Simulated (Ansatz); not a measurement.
`[Cl][Ge]([Cl])([Cl])[Cl]` + H₂ → `[Cl][GeH]([Cl])[Cl]` + HCl at 298.15 K and 1 bar (hydrogenolysis of a Ge–Cl bond).

Calculated with Ansatz (gas phase, PBE0-D4/def2-TZVP geometries, no zero-point term in ΔE). CCSD(T)/CBS is the MP2 limit (def2-TZVPP, def2-QZVPP) plus CCSD(T) − MP2 in def2-TZVPP, frozen cores. This one scheme is used for every species. For Ge outer-core shells are correlated without core-valence functions, which leaves a few kJ/mol of doubt a bond. Scalar relativity is left out up to krypton.

| species | CCSD(T)/CBS energy (Eh) | H − E (kJ/mol) | S (J/(mol·K)) |
| --- | --- | --- | --- |
| `[Cl][Ge]([Cl])([Cl])[Cl]` | -3915.39126 | 36.4 | 348.9 |
| H₂ | -1.17544 | 35.1 | 130.4 |
| `[Cl][GeH]([Cl])[Cl]` | -3456.16971 | 50.0 | 329.5 |
| HCl | -460.38127 | 26.6 | 186.8 |

H − E and S are ideal-gas, rigid-rotor, harmonic terms from PBE0-D4/def2-TZVP. The MP2-based limit puts H₂ 0.8 mEh under its directly extrapolated value; such offsets cancel only in part. 1 Eh = 2625.50 kJ/mol, R = 8.31446 J/(mol·K).

By hand: ΔE, ΔH, ΔS and ΔG.

ΔE = (-3456.16971) + (-460.38127) − (-3915.39126) − (-1.17544) = 0.01572 Eh = 41.3 kJ/mol. Δ(H − E) = 50.0 + 26.6 − 36.4 − 35.1 = 5.1, so ΔH = 46.4 kJ/mol. ΔS = 329.5 + 186.8 − 348.9 − 130.4 = 37.0 J/(mol·K). ΔG = 46.4 − 298.15 × (37.0)/1000 = 35.4 kJ/mol.

By hand: the equilibrium constant, and the temperature at which ΔG would vanish if ΔH and ΔS stayed fixed.

log₁₀ K = −ΔG/(RT ln 10) = -6.2. ΔG = 0 at ΔH/ΔS = 1254 K.

ΔH outweighs TΔS. A doubt of 5 kJ/mol in ΔE shifts log₁₀ K by 0.9 here. These are equilibria of isolated gas molecules and say nothing of rates. Largest T1 diagnostic: 0.009 (customary marks: 0.02 for closed shells, 0.045 for open ones).
